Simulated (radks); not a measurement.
Results of a calculation; reference values are marked as such.
Task: These are the eigenvalues of the occupied orbitals of an atom or ion with whole-number occupations (hartree). Level of theory: scalar-relativistic Kohn-Sham, PBEsol, spin-polarised, spherical densities, finite nucleus; Fermi nuclear charge, rms radius of each element as measured or else 0.836 A^(1/3) + 0.57 fm (a radial shooting solver on a logarithmic mesh with Libxc functionals).

| orbital | eigenvalue |
|---|---|
| 1s up | -727.9589 |
| 1s down | -727.9587 |
| 2s up | -102.8027 |
| 2s down | -102.7853 |
| 2p up | -91.92042 |
| 2p down | -91.90724 |
| 3s up | -17.46761 |
| 3s down | -17.45707 |
| 3p up | -13.90311 |
| 3p down | -13.89138 |
| 3d up | -8.09999 |
| 3d down | -8.08279 |
| 4s up | -2.37980 |
| 4s down | -2.28429 |
| 4p up | -1.43505 |
| 4p down | -1.32827 |
| 5s up | -0.17139 |
| 4d up | -0.16809 |

Which element is it, and in what charge state? The configuration may be excited. Open shells, if any, are filled with parallel spins first.

Result: Z = 42, molybdenum, charge 0: Mo in [Kr] 4d5 5s1. The list shows which subshells hold electrons but not how many an open one holds; the 1s level, -727.96 hartree, gives Z - s = 38.2 by -(Z - s)^2/2, which with screening and relativity narrows Z to a few neighbours, and the depths of the outer levels then fix element, charge and occupations together.
